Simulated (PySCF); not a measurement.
## Bond curve of CeC

Set-up: basis Ce x2c-SVPall, C x2c-SVPall; spin-free X2C with a Gaussian nucleus; PySCF 2.14. Energies in eV from Ce (4f1 5d1 6s2) + C in their ground configurations at the same level. State: triplet, about 1.3 electrons in the 4f shell (Mulliken), real f orbitals that mix terms.

All columns are CAM-B3LYP. A positive dipole means Ce(−)C(+).

```
R (Å)  E (eV)  μ (D)  Mulliken charge on Ce (basis-dependent)  HOMO (eV)  LUMO (eV)  Mayer bond order  ⟨S²⟩
1.613  -3.394  -6.32                                     0.13      -4.73      -0.83              3.28  2.01
1.688  -4.135  -6.69                                     0.13      -4.98      -0.91              3.21  2.01
1.763  -4.547  -7.06                                     0.14      -5.20      -1.00              3.14  2.01
1.820  -4.693  -7.34                                     0.16      -5.30      -1.06              3.10  2.01
1.876  -4.728  -7.60                                     0.17      -5.31      -1.13              3.07  2.01
1.932  -4.674  -7.85                                     0.19      -5.14      -1.20              3.04  2.01
2.007  -4.497  -8.13                                     0.20      -4.93      -1.28              3.00  2.01
2.101  -4.150  -8.43                                     0.22      -4.71      -1.37              2.95  2.02
2.214  -3.624  -8.56                                     0.24      -4.42      -1.44              2.82  2.11
2.364  -2.963  -7.46                                     0.29      -4.27      -1.50              2.19  2.76
```

A fit through these points gives, at Re = 1.868 Å, μ = -7.57 D and dμ/dR = -4.56 D/Å; the reduced mass is 11.05 u.

Q: How strong is the fundamental in the double-harmonic approximation, I = 42.26·(dμ/dR)²/μred km/mol?

A: I = 42.26·(-4.56)²/11.05 = 79.5 km/mol at CAM-B3LYP.

⟨S²⟩ of the unrestricted solution departs from its pure value on part of the curve, where spin states mix. Spin–orbit coupling is left out, which matters for elements this heavy, above all for dissociation energies. With d or f electrons several states lie close, and the lowest PBE0 determinant need not be the measured ground state.
